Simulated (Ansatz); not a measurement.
Total energies of CH$_{3}$AlO$_{2}$.

Cartesian coordinates in Å:
```
O 1.146 0.205 0.334
C 0.781 -0.879 -0.202
O -0.434 -1.005 -0.518
Al -0.684 0.769 0.177
H 1.498 -1.685 -0.388
H -1.428 0.761 1.568
H -0.880 1.833 -0.971
```

The species carries charge 0 and has multiplicity 1. The bonds changed during the relaxation, so this is another structure than the one it started from. The structure was optimised at the PBE0-D4/def2-TZVP level. It is one conformer, not always the lowest. Basis def2-TZVPP, Ansatz 0.2.0.

RPA on PBE orbitals: Hartree–Fock energy of these orbitals -431.36860 Eh, correlation -1.11536 Eh (frozen core).

| functional | energy without D4 (Eh) | D4 term (kJ/mol) |
| --- | --- | --- |
| LDA (SPW92) | -430.45498 | – |
| PBE | -432.59790 | -11.2 |
| BLYP | -432.91237 | -25.2 |
| B97M-V | -432.84688 | – |
| PBE0 | -432.62017 | -9.3 |
| B3LYP | -432.96950 | -18.2 |
| r2SCAN0 | -432.78760 | -3.0 |
| HSE06 (plane-wave form) | -432.60530 | -8.6 |
| LC-ωPBE | -432.74452 | – |
| ωB97M-V | -432.87030 | – |

Problem. Give the same for revPBE, r2SCAN, r2SCANh, BHLYP, CAM-B3LYP, ωB97X-V, B2PLYP, PBE-QIDH. (An estimate is asked.)

Solution. Ansatz gave: 
```csv
functional,energy without D4 (Eh),D4 term (kJ/mol)
revPBE,-432.83012,-36.1
r2SCAN,-432.82289,-2.5
r2SCANh,-432.80834,-2.7
BHLYP,-432.84846,-13.7
CAM-B3LYP,-432.88372,-9.3
ωB97X-V,-432.84246,–
B2PLYP,-432.70044,–
PBE-QIDH,-432.50618,–
```

B3LYP takes the VWN-RPA correlation (the form of Gaussian; ORCA's B3LYP/G). HSE06 is the plane-wave form, built on full-range PBE exchange. The double hybrids freeze the cores in their second-order part.

LC-ωPBE has ω = 0.4 bohr⁻¹.
